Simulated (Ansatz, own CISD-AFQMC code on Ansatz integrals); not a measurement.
CH4OSi, SMILES `O=C[SiH3]` (charge 0, multiplicity 1).

Cartesian coordinates (Å):
```xyz
7

O      1.9398     0.2546     0.6512
C      1.1151     0.0583    -0.2090
Si    -0.7803    -0.0258     0.1420
H      1.4522    -0.0829    -1.2646
H     -1.4424     1.0266    -0.6654
H     -1.2721    -1.3488    -0.3111
H     -1.0259     0.1719     1.5840
```
Charge 0, spin multiplicity 1.

Frozen-core correlation energies in cc-pVDZ at a geometry from B3LYP-D3(BJ)/def2-TZVP, on an HF energy of -403.96228 Ha (<S^2> = 0.00). Wave-function levels are from Ansatz, the walk from an own CISD-AFQMC code on Ansatz integrals (time step 0.005/Ha, trial state from CCSD amplitudes, largest double 0.08).

```csv
level,correlation energy (mHa)
MP2,-414.0
CCSD,-449.8
CCSD(T),-463.4
```

What correlation energy does phaseless AFQMC give, and where does it lie among these levels?

-464.3 ± 0.4 mHa (one standard error). AFQMC minus each level: MP2 -50.3 mHa, CCSD -14.5 mHa, CCSD(T) -0.8 mHa.
